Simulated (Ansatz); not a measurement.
Os₃. The state is a triplet with charge 0. Geometry r2SCAN-D4/def2-TZVP, that of the charge +1 doublet; atoms count from 1.

```xyz
3

Os    0.6073    0.6349   -1.1346
Os    0.1774    0.5874    1.0700
Os   -0.7848   -1.2223    0.0645
```

In the def2 sets Os takes a core potential; there is no spin–orbit coupling. The charge 0 triplet is spin-contaminated (final ⟨S²⟩ up to 3.83, 2.00 for a pure state). The structure comes from a short search, and lower isomers may exist.

Question: Estimate the Mulliken populations from the PBE0/def2-TZVP orbitals of Ansatz.

Answer: 
```json
{"atom": "Os1", "charge (e)": "0.01", "spin (α − β)": "-1.02", "d electrons": "6.78"}
{"atom": "Os2", "charge (e)": "0.04", "spin (α − β)": "0.92", "d electrons": "6.62"}
{"atom": "Os3", "charge (e)": "-0.06", "spin (α − β)": "2.11", "d electrons": "6.69"}
```
Mulliken values depend strongly on the basis.

Question: Where does the spin sit?

Answer: Summed by element: Os 2.00, of 2 unpaired in all. Largest on single atoms: Os3 2.11, Os1 -1.02, Os2 0.92.

Question: And the Mayer bond orders between heavy atoms (over 0.3)?

Answer: Os1–Os2 2.38 (2.25 Å); Os1–Os3 1.13 (2.61 Å); Os2–Os3 1.86 (2.28 Å).
